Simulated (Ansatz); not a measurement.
Ansatz (an electronic-structure program) job for B(H)2(SiH3) (BH₅Si), SMILES [SiH3]B, B3LYP-D3(BJ)/def2-TZVP. 

Ansatz 0.2 input:
```yaml
crystal:
  periodic: [false, false, false]
  atoms:
    - {symbol: B, position_ang: [-0.69910059, -1.21348564, 0.15077649]}
    - {symbol: H, position_ang: [-0.33009167, -2.03782483, 0.89546960]}
    - {symbol: H, position_ang: [-1.68315770, -1.44457597, -0.43925666]}
    - {symbol: Si, position_ang: [0.27227317, 0.47055204, -0.06336989]}
    - {symbol: H, position_ang: [0.02710692, 1.38749477, 1.06402211]}
    - {symbol: H, position_ang: [-0.06568800, 1.25332430, -1.26231969]}
    - {symbol: H, position_ang: [1.73550900, 0.32128134, -0.12461925]}
basis:
  gaussian:
    orbitals: def2-TZVP
hamiltonian:
  xc: b3lyp
  dispersion: d3bj
relax: {f_tol: 0.002, max_steps: 200}
```

Log of the run:

```
WARN ansatz: RAYON_NUM_THREADS=1 ignored (pool sized by the plan → 1); use --threads N
Functional definition: B3LYP
integrals: 0.02 GiB planned
650 factors; their error is unknown
mean field: 0.24 GiB planned
mean field evaluation 1: about -8633.9859 eV, gradient 1.9e1 eV
mean field evaluation 2: about -8634.7334 eV, gradient 1.3e1 eV
mean field evaluation 4: about -8635.2815 eV, gradient 3.7e-1 eV
mean field evaluation 8: about -8635.3021 eV, gradient 8.2e-3 eV
mean field -8635.30214181 eV, -317.3415004936 hartree, gradient 4.8e-5 eV, S^2 0.000000; 0 other end points of the search recorded, 0 dependent functions left out
the calculation of the forces begins
reference -8635.30239187 eV, -317.3415096829 hartree; 12, 12 occupied and 86, 86 virtual orbitals, 650 factors
relax step   1: F+E_penalty+E_count = -8635.47471520 eV  Δ(F+E_penalty+E_count) = +0.000e0 eV  max|allowed force component| = 8.460e-1 eV/Å  Δτ_max = 0.0000 Å  (24 SCF iters, accepted)
these checks for a lower state are left out or cut short: starts, cluster_reference, orbital_swaps, neighbouring_geometries, increment
integrals: 0.02 GiB planned
650 factors; their error is unknown
mean field: 0.24 GiB planned
mean field evaluation 16: about -8635.3623 eV, gradient 1.4e-1 eV
mean field -8635.36235072 eV, -317.3437131300 hartree, gradient 1.8e-5 eV, S^2 0.000000; 0 other end points of the search recorded, 0 dependent functions left out
the calculation of the forces begins
reference -8635.36260213 eV, -317.3437223694 hartree; 12, 12 occupied and 86, 86 virtual orbitals, 650 factors
relax step   2: F+E_penalty+E_count = -8635.53462657 eV  Δ(F+E_penalty+E_count) = -5.991e-2 eV  max|allowed force component| = 2.038e-1 eV/Å  Δτ_max = 0.0568 Å  (28 SCF iters, accepted)
these checks for a lower state are left out or cut short: starts, cluster_reference, orbital_swaps, neighbouring_geometries, increment
integrals: 0.02 GiB planned
650 factors; their error is unknown
mean field: 0.24 GiB planned
mean field -8635.36802703 eV, -317.3439217305 hartree, gradient 1.8e-5 eV, S^2 0.000000; 0 other end points of the search recorded, 0 dependent functions left out
the calculation of the forces begins
reference -8635.36827917 eV, -317.3439309968 hartree; 12, 12 occupied and 86, 86 virtual orbitals, 650 factors
relax step   3: F+E_penalty+E_count = -8635.53955218 eV  Δ(F+E_penalty+E_count) = -4.926e-3 eV  max|allowed force component| = 8.848e-2 eV/Å  Δτ_max = 0.0277 Å  (30 SCF iters, accepted)
these checks for a lower state are left out or cut short: starts, cluster_reference, orbital_swaps, neighbouring_geometries, increment
integrals: 0.02 GiB planned
650 factors; their error is unknown
mean field: 0.24 GiB planned
mean field evaluation 32: about -8635.3688 eV, gradient 1.0e-3 eV
mean field -8635.36875468 eV, -317.3439484712 hartree, gradient 1.8e-5 eV, S^2 0.000000; 0 other end points of the search recorded, 0 dependent functions left out
the calculation of the forces begins
reference -8635.36900677 eV, -317.3439577353 hartree; 12, 12 occupied and 86, 86 virtual orbitals, 650 factors
relax step   4: F+E_penalty+E_count = -8635.54030795 eV  Δ(F+E_penalty+E_count) = -7.558e-4 eV  max|allowed force component| = 1.074e-1 eV/Å  Δτ_max = 0.0280 Å  (27 SCF iters, accepted)
these checks for a lower state are left out or cut short: starts, cluster_reference, orbital_swaps, neighbouring_geometries, increment
integrals: 0.02 GiB planned
650 factors; their error is unknown
mean field: 0.24 GiB planned
mean field -8635.36923087 eV, -317.3439659709 hartree, gradient 1.8e-5 eV, S^2 0.000000; 0 other end points of the search recorded, 0 dependent functions left out
the calculation of the forces begins
reference -8635.36948296 eV, -317.3439752351 hartree; 12, 12 occupied and 86, 86 virtual orbitals, 650 factors
relax step   5: F+E_penalty+E_count = -8635.54082382 eV  Δ(F+E_penalty+E_count) = -5.159e-4 eV  max|allowed force component| = 6.643e-3 eV/Å  Δτ_max = 0.0254 Å  (27 SCF iters, accepted)
these checks for a lower state are left out or cut short: starts, cluster_reference, orbital_swaps, neighbouring_geometries, increment
integrals: 0.02 GiB planned
650 factors; their error is unknown
mean field: 0.24 GiB planned
mean field -8635.36929616 eV, -317.3439683703 hartree, gradient 1.8e-5 eV, S^2 0.000000; 0 other end points of the search recorded, 0 dependent functions left out
the calculation of the forces begins
reference -8635.36954824 eV, -317.3439776342 hartree; 12, 12 occupied and 86, 86 virtual orbitals, 650 factors
relax step   6: F+E_penalty+E_count = -8635.54095199 eV  Δ(F+E_penalty+E_count) = -1.282e-4 eV  max|allowed force component| = 4.233e-2 eV/Å  Δτ_max = 0.0336 Å  (28 SCF iters, accepted)
these checks for a lower state are left out or cut short: starts, cluster_reference, orbital_swaps, neighbouring_geometries, increment
integrals: 0.02 GiB planned
650 factors; their error is unknown
mean field: 0.24 GiB planned
mean field -8635.36935501 eV, -317.3439705332 hartree, gradient 9.3e-6 eV, S^2 0.000000; 0 other end points of the search recorded, 0 dependent functions left out
the calculation of the forces begins
reference -8635.36960709 eV, -317.3439797969 hartree; 12, 12 occupied and 86, 86 virtual orbitals, 650 factors
relax step   7: F+E_penalty+E_count = -8635.54101149 eV  Δ(F+E_penalty+E_count) = -5.950e-5 eV  max|allowed force component| = 2.812e-2 eV/Å  Δτ_max = 0.0081 Å  (23 SCF iters, accepted)
these checks for a lower state are left out or cut short: starts, cluster_reference, orbital_swaps, neighbouring_geometries, increment
integrals: 0.02 GiB planned
650 factors; their error is unknown
mean field: 0.24 GiB planned
mean field -8635.36951805 eV, -317.3439765246 hartree, gradient 1.8e-5 eV, S^2 0.000000; 0 other end points of the search recorded, 0 dependent functions left out
the calculation of the forces begins
reference -8635.36977014 eV, -317.3439857890 hartree; 12, 12 occupied and 86, 86 virtual orbitals, 650 factors
relax step   8: F+E_penalty+E_count = -8635.54115255 eV  Δ(F+E_penalty+E_count) = -1.411e-4 eV  max|allowed force component| = 8.320e-3 eV/Å  Δτ_max = 0.0321 Å  (27 SCF iters, accepted)
these checks for a lower state are left out or cut short: starts, cluster_reference, orbital_swaps, neighbouring_geometries, increment
integrals: 0.02 GiB planned
650 factors; their error is unknown
mean field: 0.24 GiB planned
mean field evaluation 64: about -8635.3696 eV, gradient 1.3e-1 eV
mean field -8635.36960593 eV, -317.3439797540 hartree, gradient 1.8e-5 eV, S^2 0.000000; 0 other end points of the search recorded, 0 dependent functions left out
the calculation of the forces begins
reference -8635.36985803 eV, -317.3439890188 hartree; 12, 12 occupied and 86, 86 virtual orbitals, 650 factors
relax step   9: F+E_penalty+E_count = -8635.54122823 eV  Δ(F+E_penalty+E_count) = -7.568e-5 eV  max|allowed force component| = 9.290e-3 eV/Å  Δτ_max = 0.0304 Å  (27 SCF iters, accepted)
these checks for a lower state are left out or cut short: starts, cluster_reference, orbital_swaps, neighbouring_geometries, increment
integrals: 0.02 GiB planned
650 factors; their error is unknown
mean field: 0.24 GiB planned
mean field -8635.36937149 eV, -317.3439711385 hartree, gradient 1.8e-5 eV, S^2 0.000000; 0 other end points of the search recorded, 0 dependent functions left out
the calculation of the forces begins
reference -8635.36962357 eV, -317.3439804026 hartree; 12, 12 occupied and 86, 86 virtual orbitals, 650 factors
relax step  10: F+E_penalty+E_count = -8635.54098971 eV  Δ(F+E_penalty+E_count) = +2.385e-4 eV  max|allowed force component| = 5.506e-2 eV/Å  Δτ_max = 0.0207 Å  (28 SCF iters, rejected (line search))
these checks for a lower state are left out or cut short: starts, cluster_reference, orbital_swaps, neighbouring_geometries, increment
integrals: 0.02 GiB planned
650 factors; their error is unknown
mean field: 0.24 GiB planned
mean field -8635.36963497 eV, -317.3439808216 hartree, gradient 1.7e-5 eV, S^2 0.000000; 0 other end points of the search recorded, 0 dependent functions left out
the calculation of the forces begins
reference -8635.36988706 eV, -317.3439900856 hartree; 12, 12 occupied and 86, 86 virtual orbitals, 650 factors
relax step  11: F+E_penalty+E_count = -8635.54125110 eV  Δ(F+E_penalty+E_count) = -2.287e-5 eV  max|allowed force component| = 4.713e-3 eV/Å  Δτ_max = 0.0101 Å  (28 SCF iters, accepted)
these checks for a lower state are left out or cut short: starts, cluster_reference, orbital_swaps, neighbouring_geometries, increment
integrals: 0.02 GiB planned
650 factors; their error is unknown
mean field: 0.24 GiB planned
mean field -8635.36962830 eV, -317.3439805763 hartree, gradient 6.7e-6 eV, S^2 0.000000; 0 other end points of the search recorded, 0 dependent functions left out
the calculation of the forces begins
reference -8635.36988037 eV, -317.3439898398 hartree; 12, 12 occupied and 86, 86 virtual orbitals, 650 factors
relax step  12: F+E_penalty+E_count = -8635.54125507 eV  Δ(F+E_penalty+E_count) = -3.967e-6 eV  max|allowed force component| = 2.261e-3 eV/Å  Δτ_max = 0.0066 Å  (23 SCF iters, accepted)
these checks for a lower state are left out or cut short: starts, cluster_reference, orbital_swaps, neighbouring_geometries, increment
integrals: 0.02 GiB planned
650 factors; their error is unknown
mean field: 0.24 GiB planned
mean field -8635.36963122 eV, -317.3439806837 hartree, gradient 2.6e-5 eV, S^2 0.000000; 0 other end points of the search recorded, 0 dependent functions left out
the calculation of the forces begins
reference -8635.36988329 eV, -317.3439899471 hartree; 12, 12 occupied and 86, 86 virtual orbitals, 650 factors
relax step  13: F+E_penalty+E_count = -8635.54125576 eV  Δ(F+E_penalty+E_count) = -6.936e-7 eV  max|allowed force component| = 7.823e-4 eV/Å  Δτ_max = 0.0012 Å  (20 SCF iters, accepted)
integrals: 0.02 GiB planned
650 factors; their error is unknown
mean field: 0.24 GiB planned
mean field evaluation 96: about -8635.3696 eV, gradient 2.6e-5 eV
mean field -8635.36963122 eV, -317.3439806837 hartree, gradient 2.6e-5 eV, S^2 0.000000; 1 other end points of the search recorded, 0 dependent functions left out
the calculation of the forces begins
reference -8635.36988329 eV, -317.3439899471 hartree; 12, 12 occupied and 86, 86 virtual orbitals, 650 factors
Total energy: -8635.54150783 eV, -317.3502970326 hartree
Atom 0 at    -0.695646    -1.217346     0.148479 Å, force    -0.000387     0.000067     0.000309 eV/Å
Atom 1 at    -0.249097    -2.111480     0.797005 Å, force    -0.000096     0.000644    -0.000525 eV/Å
Atom 2 at    -1.788657    -1.360206    -0.303609 Å, force     0.000675    -0.000009     0.000218 eV/Å
Atom 3 at     0.316305     0.502013    -0.093673 Å, force    -0.000009    -0.000782    -0.000168 eV/Å
Atom 4 at    -0.083208     1.364809     1.055107 Å, force    -0.000176     0.000050     0.000205 eV/Å
Atom 5 at    -0.032693     1.224145    -1.342199 Å, force     0.000159    -0.000020     0.000067 eV/Å
Atom 6 at     1.789848     0.334830    -0.040407 Å, force    -0.000167     0.000050    -0.000105 eV/Å
Dipole moment:    -0.028917    -0.070734    -0.007827 e Å
```

The calculation finished and met its thresholds.
